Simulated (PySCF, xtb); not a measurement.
C3H5BFNO, SMILES C/N=C/B(F)C=O.

GFN2-xTB (xtb) at its own geometry gives an orbital gap of 1.66 eV and a dipole moment of 2.52 D.

Geometry optimised at B3LYP-D3(BJ)/def2-SVP. The structure was generated by enumeration; whether it is a known compound was not checked. Other conformers were not sampled.

Question: What does PySCF with CAM-B3LYP/def2-TZVP give? (An estimate is asked for; the answer gives what the named calculation found.)

Answer: gap 6.77 eV (levels -8.73 and -1.96 eV), dipole 1.08 D.
